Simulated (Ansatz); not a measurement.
Br₂Co, SMILES [Br][Co+][Br] (connectivity only; charge and spin as stated), charge +1, multiplicity 5. Atoms are numbered in the order given.

```xyz
3

Co     0.0000     0.0000    -0.0439
Br     0.0000     2.2159    -0.0439
Br     0.0000    -2.2159    -0.0439
```
Charge +1, spin multiplicity 5.

Geometry: B3LYP-D3(BJ)/def2-SVP. The multiplicity is an assumed one; other spin states were not compared.

Two levels are set side by side: PBE-D3(BJ)/def2-SVP (Ansatz, a quantum-chemistry and plane-wave program) and B3LYP-D3(BJ)/def2-SVP (Ansatz). Each level has its own optimised geometry; the coordinates shown are those of the second. Differences are taken from unrounded values.

```
quantity              B3LYP-D3(BJ)  PBE-D3(BJ)  PBE-D3(BJ) minus B3LYP-D3(BJ)
--------------------  ------------  ----------  -----------------------------
mean bond length (Å)         2.216       2.220                          0.004
bond Co1–Br2 (Å)             2.216       2.220                          0.004
bond Co1–Br3 (Å)             2.216       2.220                          0.004
```

Here PBE gives about what the other level gives.
